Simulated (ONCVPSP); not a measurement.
# aluminium, ONCV: configuration errors across variants

ONCVPSP 4.0.1 input, shortened (lines: element, Z, core and valence counts, functional; n l f; lmax; l rc ep ncon nbas qcut; lloc lpopt rc5 dvloc0; l nproj debl; icmod fcfact rcfact), LDA (Perdew-Wang 92), scalar-relativistic:

```
  Al 13.00    3    2  -001012      upf
    1    0    2.00
    2    0    2.00
    2    1    6.00
    3    0    1.50
    3    1    1.50
    2
    0    1.75    0.00    3    7    4.30
    1    1.80    0.00    4    9    3.70
    2    1.95    0.21    4    7    4.20
    4    5    1.25    3.00
    0    2    3.20
    1    2    1.80
    2    1    2.50
    0    0.00    0.00
```

All-electron excitation energies from the reference (eV): (1) 3s2 3p1 -2.551; (2) 3s2 3p0 3.290; (3) 3s1 3p0 22.660; (4) 3s0 3p3 7.954.

2 further variants failed, have other tests or another functional or relativity, and are left out.

Errors AE − PS in meV (a dash: test not solved or not reliable):

| change | (1) | (2) | (3) | (4) | bound ghosts | GHOST(+) flags above zero |
| --- | --- | --- | --- | --- | --- | --- |
| base | +2.1 | +1.1 | +63 | +22 | none | s |
| s: qcut 2.6; p: qcut 2.2; d: qcut 2.5 | +1.0 | +0.7 | +65 | +21 | none | none |
| s: debl 2.05 | +2.1 | +1.1 | +63 | +22 | none | s |
| local potential polynomial inside 1.25 bohr (lpopt 5, dvloc0 7 Ha) | +2.1 | +1.1 | +63 | +22 | none | p |
| d: qcut 2.8 | +2.1 | +1.1 | +63 | +22 | none | s |

Task: Give the same row for: p: qcut 5.6.

Result: +2.2, +1.3, +63, +23; bound ghosts: none; GHOST(+) flags above zero: s.
